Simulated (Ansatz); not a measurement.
Stepwise reaction of `N#[C][Ga]([F])[F]` with hydrogen, as a gas-phase model of exchange steps in deposition or etching. ΔE in kJ/mol; ΔG adds harmonic PBE0-D4 terms to CCSD(T)/CBS, at 1 bar.

Computed with Ansatz on PBE0-D4/def2-TZVP structures; ΔE is electronic, products minus reactants. CBS: MP2 limit from def2 TZ/QZ plus the TZ coupled-cluster correction, frozen cores. This one scheme is used for every species. DFT in def2-TZVPP. B3LYP here is the variant with VWN-RPA as its local correlation; programs differ in this. For Ga outer-core shells are correlated without core-valence functions, which leaves a few kJ/mol of doubt a bond. Scalar relativity is left out up to krypton.

```json
{"step": "1", "reaction": "`N#[C][Ga]([F])[F]` + H₂ → `N#[C][GaH][F]` + H–F", "PBE-D4": "44.9", "B3LYP-D4": "47.0", "ωB97M-V": "44.9", "CCSD(T)/CBS": "42.3", "ΔG(600 K)": "36.3"}
{"step": "2", "reaction": "`N#[C][GaH][F]` + H₂ → `N#[C][GaH2]` + H–F", "PBE-D4": "67.9", "B3LYP-D4": "70.4", "ωB97M-V": "67.3", "CCSD(T)/CBS": "63.6", "ΔG(600 K)": "64.7"}
```

Problem. By hand: ΔE of the 2 steps together at CCSD(T)/CBS.

Solution. (42.3) + (63.6) = 105.9 kJ/mol, or 53.0 kJ/mol a step.

In ΔE each step is higher than the one before. All are uphill at CCSD(T)/CBS. ΔG lies between 36.3 and 64.7 kJ/mol a step. PBE-D4 differs from CCSD(T)/CBS by 2.6 to 4.3 kJ/mol a step. Isolated molecules leave out the surface, adducts and barriers. Largest T1 diagnostic: 0.015.
